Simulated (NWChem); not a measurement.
Everything below was run with NWChem. System: H₂AlCl, charge 0, spin multiplicity 1, at a geometry optimised with PBE0/def2-SVP. The structure started from a generated list of species. Level: RHF/STO-3G.

Output (cleaned and shortened):

```
             Northwest Computational Chemistry Package (NWChem) 7.3.0
             --------------------------------------------------------

                                NWChem Input Module
                                -------------------

 Scaling coordinates for geometry "geometry" by  1.889725989
 (inverse scale =  0.529177249)

 Turning off AUTOSYM since
 SYMMETRY directive was detected!

                             Geometry "geometry" -> ""
                             -------------------------

 Output coordinates in angstroms (scale by  1.889725989 to convert to a.u.)

  No.       Tag          Charge          X              Y              Z
 ---- ---------------- ---------- -------------- -------------- --------------
    1 Al                  13.0000     0.00000000     0.00000000    -1.07382800
    2 H                    1.0000    -1.40068900     0.00000000    -1.80297500
    3 H                    1.0000     1.40068900     0.00000000    -1.80297500
    4 Cl                  17.0000     0.00000000     0.00000000     1.03327700

 Effective nuclear repulsion energy (a.u.)      70.0914170218

            Nuclear Dipole moment (a.u.)
            ----------------------------
        X                 Y               Z
 ---------------- ---------------- ----------------
     0.0000000000     0.0000000000    -0.0000094486

      Symmetry information
      --------------------

 Group name             C2v
 Group number             16
 Group order               4
 No. of unique centers     3

      Symmetry unique atoms

     1    2    4


 Summary of "ao basis" -> "" (spherical)
 ------------------------------------------------------------------------------
       Tag                 Description            Shells   Functions and Types
 ---------------- ------------------------------  ------  ---------------------
 *                           sto-3g                   on all atoms

 Summary of "ao basis" -> "ao basis" (spherical)
 ------------------------------------------------------------------------------
       Tag                 Description            Shells   Functions and Types
 ---------------- ------------------------------  ------  ---------------------
 Al                          sto-3g                  5        9   3s2p
 H                           sto-3g                  1        1   1s
 Cl                          sto-3g                  5        9   3s2p

                                 NWChem SCF Module
[...]
   20    0.6623

                       ROHF Final Molecular Orbital Analysis
                       -------------------------------------

 Vector   14  Occ=2.000000D+00  E=-3.860695D-01  Symmetry=a1
              MO Center= -8.0D-15, -4.8D-18,  2.7D-01, r^2= 2.9D+00
   Bfn.  Coefficient  Atom+Function         Bfn.  Coefficient  Atom+Function
  ----- ------------  ---------------      ----- ------------  ---------------
    20      0.788534  4 Cl pz                 9     -0.296766  1 Al pz
    10      0.260864  2 H  s                 11      0.260864  3 H  s
    16     -0.219265  4 Cl pz                17      0.188760  4 Cl s
     5      0.161354  1 Al pz

 Vector   15  Occ=2.000000D+00  E=-3.640984D-01  Symmetry=b2
              MO Center= -8.1D-29,  1.1D-16,  9.8D-01, r^2= 1.0D+00
   Bfn.  Coefficient  Atom+Function         Bfn.  Coefficient  Atom+Function
  ----- ------------  ---------------      ----- ------------  ---------------
    19      1.007483  4 Cl py                15     -0.272939  4 Cl py

 Vector   16  Occ=2.000000D+00  E=-3.402271D-01  Symmetry=b1
              MO Center= -4.8D-15,  3.8D-29,  1.6D-01, r^2= 3.1D+00
   Bfn.  Coefficient  Atom+Function         Bfn.  Coefficient  Atom+Function
  ----- ------------  ---------------      ----- ------------  ---------------
    18      0.860605  4 Cl px                10      0.340287  2 H  s
    11     -0.340287  3 H  s                 14     -0.231598  4 Cl px
     7     -0.172690  1 Al px

 Vector   17  Occ=0.000000D+00  E= 2.842128D-01  Symmetry=b2
              MO Center=  3.2D-30,  2.1D-15, -1.0D+00, r^2= 1.5D+00
   Bfn.  Coefficient  Atom+Function         Bfn.  Coefficient  Atom+Function
  ----- ------------  ---------------      ----- ------------  ---------------
     8      1.045517  1 Al py                 4     -0.408449  1 Al py
    19     -0.231171  4 Cl py

 Vector   18  Occ=0.000000D+00  E= 3.550886D-01  Symmetry=a1
              MO Center=  1.4D-14, -2.0D-15, -8.5D-01, r^2= 2.5D+00
   Bfn.  Coefficient  Atom+Function         Bfn.  Coefficient  Atom+Function
  ----- ------------  ---------------      ----- ------------  ---------------
     6      1.118741  1 Al s                 20      0.577296  4 Cl pz
    10     -0.559674  2 H  s                 11     -0.559674  3 H  s
    17     -0.321277  4 Cl s                  2     -0.293913  1 Al s
     9      0.281917  1 Al pz

 Vector   19  Occ=0.000000D+00  E= 5.560150D-01  Symmetry=a1
              MO Center=  1.1D-15,  8.5D-17, -1.3D+00, r^2= 1.9D+00
   Bfn.  Coefficient  Atom+Function         Bfn.  Coefficient  Atom+Function
  ----- ------------  ---------------      ----- ------------  ---------------
     9      1.160731  1 Al pz                10      0.474547  2 H  s
    11      0.474547  3 H  s                 20      0.464963  4 Cl pz
     5     -0.396804  1 Al pz                17     -0.313947  4 Cl s
     6     -0.240203  1 Al s

 center of mass
 --------------
 x =   0.00000000 y =   0.00000000 z =   0.10413217

 moments of inertia (a.u.)
 ------------------
         267.135466037925           0.000000000000           0.000000000000
           0.000000000000         281.257466796427           0.000000000000
           0.000000000000           0.000000000000          14.122000758502

  Mulliken analysis of the total density
  --------------------------------------

    Atom       Charge   Shell Charges
 -----------   ------   -------------------------------------------------------
    1 Al  13    12.01   2.00  1.98  5.81  0.98  1.24
    2 H    1     1.24   1.24
    3 H    1     1.24   1.24
    4 Cl  17    17.51   2.00  2.00  5.99  1.99  5.53

       Multipole analysis of the density wrt the origin
       ------------------------------------------------

     L   x y z        total         open         nuclear
     -   - - -        -----         ----         -------
     0   0 0 0     -0.000000      0.000000     32.000000

     1   1 0 0      0.000000      0.000000      0.000000
     1   0 1 0      0.000000      0.000000      0.000000
     1   0 0 1     -1.218678      0.000000     -0.000009

     2   2 0 0    -19.106645      0.000000     14.012354
     2   1 1 0     -0.000000      0.000000      0.000000
     2   1 0 1     -0.000000      0.000000      0.000000
     2   0 2 0    -14.714519      0.000000      0.000000
     2   0 1 1     -0.000000      0.000000      0.000000
     2   0 0 2    -19.887961      0.000000    141.564368

 Task  times  cpu:        0.1s     wall:        0.1s

 Total times  cpu:        0.1s     wall:        0.1s
```

Problem. Write an NWChem input that would produce this output.

Solution. This is not unique; one that fits is 
```
start mol
memory heap 200 mb stack 900 mb global 1100 mb
geometry units angstroms nocenter noautoz
  Al     0.000000     0.000000    -1.073828
  H     -1.400689     0.000000    -1.802975
  H      1.400689     0.000000    -1.802975
  Cl     0.000000     0.000000     1.033277
  symmetry group C2v
end
basis spherical
  * library sto-3g
end
scf
  rhf
  nopen 0
  maxiter 100
  thresh 1e-7
  semidirect memsize 60000000 filesize 0
end
task scf energy
```
